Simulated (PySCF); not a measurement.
Compound: C5H3F3O.
Structure used (GFN2-xTB), in Å, numbered top down from 1:
```xyz
12
C5H3F3O angstrom
F     -2.696   -1.516   -0.025
C     -1.687   -0.663   -0.040
C     -1.674    0.691   -0.149
C     -0.300    1.038   -0.104
C      0.391   -0.130    0.029
C      1.852   -0.408    0.132
F      2.399    0.234    1.195
F      2.518    0.054   -0.956
O     -0.464   -1.185    0.069
H     -2.514    1.345   -0.247
H      0.119    2.022   -0.161
H      2.058   -1.483    0.233
```

Probes without a nucleus sit at each ring's centroid and 1 Å off its mean plane on both sides; NICS is minus the shielding there, NICSzz its component along the normal. Level: GIAO PBE0/pcSseg-1 (PySCF, non-relativistic, gas phase) on the GFN2-xTB geometry, one conformer.

Ring bond lengths (Å), with Mayer bond orders in brackets: C2–C3 1.358 (1.59), C3–C4 1.418 (1.24), C4–C5 1.364 (1.56), C5–O9 1.358 (0.99), O9–C2 1.334 (1.13).

Q: What do the NICS probes read (ppm)?

A: 
| ring | type | NICS(0) | NICS(1), two faces | NICS(1)zz, two faces | rms pucker (Å) | centre to ring atoms, mean (Å) |
| --- | --- | --- | --- | --- | --- | --- |
| C2–C3–C4–C5–O9 | 5-membered ring with O; formal bonds all aromatic | -12.9 | -9.6 / -9.6 | -23.4 / -23.4 | 0.00 | 1.16 |

Q: What can be read from them?

A: 
- C2–C3–C4–C5–O9: mean NICS(1)zz -23.4 ppm, shielded. For a flat ring without four-coordinate atoms the NICS criterion counts such a value as aromatic.

Q: What does the geometric index give? HOMA takes Krygowski's 1993 parameters.

A: 
- C2–C3–C4–C5–O9: HOMA 0.45; the largest term is that of C5–O9, α(R − Ropt)² = 1.37.

Q: What is the mean of the two in-plane components of NICS at the first NICS(1) probe listed for ring C2–C3–C4–C5–O9, 1 Å off the ring?

A: The isotropic value is a third of the trace: (3 × -9.6 − (-23.4))/2 = -2.7 ppm.

Q: What are the shieldings of the ring atoms and their hydrogens in the same run (means over atoms taken as equivalent)?

A: 
```
atoms                  environment  σ isotropic (ppm)
   C2          aromatic C–F carbon               19.4
   C3           aromatic CH carbon               94.7
   C4           aromatic CH carbon               66.6
   C5  substituted aromatic carbon               40.8
   O9            furan-type oxygen               49.4
  H10            aromatic hydrogen              25.75
  H11            aromatic hydrogen              24.52
```

Time: 32 s; peak memory 0.74 GiB. Hardware: one thread, Intel Xeon at 2.70 GHz (x86_64), shared host with 64 logical CPUs at a one-minute load of 60. This is the whole shielding run at PBE0/pcSseg-1, SCF included.
